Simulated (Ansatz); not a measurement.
Start from `[NH2][GeH2][F]` and change one element to get `[NH2][SnH2][F]`.

Ansatz, PBE0-D4/def2-TZVP geometries, multiplicity 1. Each molecule was computed in one conformer, which needn't be the lowest.

Elements past krypton have def2 core potentials. Scalar relativity is left out up to krypton.

```
                                      property  `[NH2][GeH2][F]`
size of the dipole moment (PBE/def2-TZVPP) / D              1.68
            HOMO energy (PBE0/def2-TZVPP) / eV             -8.05
             HOMO energy (PBE/def2-TZVPP) / eV             -6.54
             LUMO energy (PBE/def2-TZVPP) / eV             -0.33
          HOMO–LUMO gap (PBE0/def2-TZVPP) / eV              8.57
            LUMO energy (PBE0/def2-TZVPP) / eV              0.52
```

Q: Give the same properties after the change, and the shifts. (Estimate.)

A: The calculation gave: 
```json
{"property": "size of the dipole moment (PBE/def2-TZVPP) / D", "`[NH2][SnH2][F]`": "1.87", "shift": "0.19"}
{"property": "HOMO energy (PBE0/def2-TZVPP) / eV", "`[NH2][SnH2][F]`": "-7.86", "shift": "0.19"}
{"property": "HOMO energy (PBE/def2-TZVPP) / eV", "`[NH2][SnH2][F]`": "-6.40", "shift": "0.14"}
{"property": "LUMO energy (PBE/def2-TZVPP) / eV", "`[NH2][SnH2][F]`": "-1.23", "shift": "-0.90"}
{"property": "HOMO–LUMO gap (PBE0/def2-TZVPP) / eV", "`[NH2][SnH2][F]`": "7.55", "shift": "-1.02"}
{"property": "LUMO energy (PBE0/def2-TZVPP) / eV", "`[NH2][SnH2][F]`": "-0.31", "shift": "-0.83"}
```

With PBE0 the HOMO rises by 0.19 eV and the LUMO falls by 0.83 eV, so the gap narrows by about 1.02 eV. PBE moves the HOMO by 0.14 eV and ωB97M-V by 0.21 eV. Dipoles are sizes alone; their direction can turn.
